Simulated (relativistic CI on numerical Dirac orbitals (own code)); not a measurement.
Level scheme of Ag35+

Computed by Dirac-Coulomb-Breit CI, separate exchange-only KLI orbitals for each configuration, a model potential for QED, unscaled Slater integrals (own radial code, finite nucleus).

Configuration list (outside the closed core [Ne]): 3s2, 3s.3p, 3p2, 3s.3d, 3d2, 3p.3d, 3p.4s, 3d.4s, 3s.4s, 3s.4p, 3s.4d, 3s.4f, 3s.5s, 3s.5p, 3s.5d, 3s.5f, 4s2, 3s.5g, 3s.6s, 3s.6p, 3s.6d. Levels of other configurations are missing.

| No. | Configuration | Term | J | E (Ry) | % | jj configuration (%) |
| --- | --- | --- | --- | --- | --- | --- |
| 1 | 3s2 | 1S | 0 | 0.0000 | 99 | closed (99) |
| 2 | 3s.3p | 3P° | 0 | 5.2055 | 100 | 3s 3p1/2 (100) |
| 3 | 3s.3p | 3P° | 1 | 5.6799 | 86 | 3s 3p1/2 (94) |
| 4 | 3s.3p | 3P° | 2 | 8.4554 | 100 | 3s 3p3/2 (100) |
| 5 | 3s.3p | 1P° | 1 | 10.1807 | 85 | 3s 3p3/2 (93) |
| 6 | 3p2 | 3P | 0 | 12.5598 | 77 | 3p1/2^2 (98) |
| 7 | 3p2 | 1D | 2 | 15.2297 | 58 | 3p1/2 3p3/2 (86) |
| 8 | 3p2 | 3P | 1 | 15.2956 | 100 | 3p1/2 3p3/2 (100) |
| 9 | 3s.3d | 3D | 1 | 17.4071 | 100 | 3s 3d3/2 (100) |
| 10 | 3s.3d | 3D | 2 | 17.5722 | 81 | 3s 3d3/2 (78) |
| 11 | 3p2 | 3P | 2 | 18.0785 | 49 | 3p3/2^2 (54) |
| 12 | 3s.3d | 3D | 3 | 18.0977 | 100 | 3s 3d5/2 (100) |
| 13 | 3p2 | 1S | 0 | 19.7906 | 75 | 3p3/2^2 (97) |
| 14 | 3s.3d | 1D | 2 | 19.9966 | 53 | 3s 3d5/2 (40) |
| 15 | 3p.3d | 3F° | 2 | 23.0287 | 77 | 3p1/2 3d3/2 (100) |
| 16 | 3p.3d | 3F° | 3 | 24.3618 | 74 | 3p1/2 3d5/2 (90) |
| 17 | 3p.3d | 3D° | 1 | 24.3954 | 63 | 3p1/2 3d3/2 (96) |
| 18 | 3p.3d | 3P° | 2 | 24.4586 | 42 | 3p1/2 3d5/2 (98) |
| 19 | 3p.3d | 3D° | 2 | 26.7339 | 42 | 3p3/2 3d3/2 (84) |
| 20 | 3p.3d | 3F° | 4 | 26.9592 | 100 | 3p3/2 3d5/2 (100) |
| 21 | 3p.3d | 3D° | 3 | 27.2040 | 61 | 3p3/2 3d3/2 (65) |
| 22 | 3p.3d | 3P° | 0 | 27.2354 | 100 | 3p3/2 3d3/2 (100) |
| 23 | 3p.3d | 3P° | 1 | 27.2571 | 71 | 3p3/2 3d3/2 (95) |
| 24 | 3p.3d | 3P° | 2 | 27.6289 | 56 | 3p3/2 3d5/2 (84) |
| 25 | 3p.3d | 1F° | 3 | 28.6879 | 75 | 3p3/2 3d5/2 (71) |
| 26 | 3p.3d | 1P° | 1 | 29.1195 | 80 | 3p3/2 3d5/2 (92) |
| 27 | 3d2 | 3F | 2 | 35.2479 | 89 | 3d3/2^2 (92) |
| 28 | 3d2 | 3F | 3 | 35.8057 | 100 | 3d3/2 3d5/2 (100) |
| 29 | 3d2 | 3P | 0 | 36.1965 | 92 | 3d3/2^2 (85) |
| 30 | 3d2 | 3F | 4 | 36.2215 | 82 | 3d3/2 3d5/2 (61) |
| 31 | 3d2 | 3P | 2 | 36.4015 | 46 | 3d3/2 3d5/2 (92) |
| 32 | 3d2 | 3P | 1 | 36.5414 | 100 | 3d3/2 3d5/2 (100) |
| 33 | 3d2 | 1G | 4 | 36.9525 | 82 | 3d5/2^2 (61) |
| 34 | 3d2 | 3P | 2 | 37.1746 | 53 | 3d5/2^2 (98) |
| 35 | 3d2 | 1S | 0 | 38.6844 | 90 | 3d5/2^2 (84) |
| 36 | 3s.4s | 3S | 1 | 77.7522 | 100 | 3s 4s (100) |
| 37 | 3s.4s | 1S | 0 | 78.3675 | 100 | 3s 4s (100) |
| 38 | 3s.4p | 3P° | 0 | 80.4785 | 99 | 3s 4p1/2 (99) |
| 39 | 3s.4p | 3P° | 1 | 80.5217 | 69 | 3s 4p1/2 (99) |
| 40 | 3s.4p | 1P° | 1 | 81.7590 | 64 | 3s 4p3/2 (93) |
| 41 | 3s.4p | 3P° | 2 | 81.7852 | 100 | 3s 4p3/2 (100) |
| 42 | 3p.4s | 3P° | 0 | 84.0481 | 99 | 3p1/2 4s (99) |
| 43 | 3p.4s | 3P° | 1 | 84.2455 | 70 | 3p1/2 4s (94) |
| 44 | 3s.4d | 3D | 1 | 84.9749 | 100 | 3s 4d3/2 (100) |
| 45 | 3s.4d | 3D | 2 | 85.0132 | 77 | 3s 4d3/2 (96) |

Energies count from the lowest computed level; ° marks odd parity. Filled j subshells are mostly left out of the jj labels.

The mean weight of the leading LS term, summed over parents, in these 45 levels is 80 %, and that of the leading jj configuration (from the same eigenvectors) 90 %, so jj coupling describes them better and the LS labels are nominal.

At this charge energies of transitions that change n are usually good to better than 1 %, and those within a shell (Δn = 0) to a few per cent.

LS names give the leading component of a level, which can be under half, so a name can repeat, a term be missing and a line seem to break the LS rules.
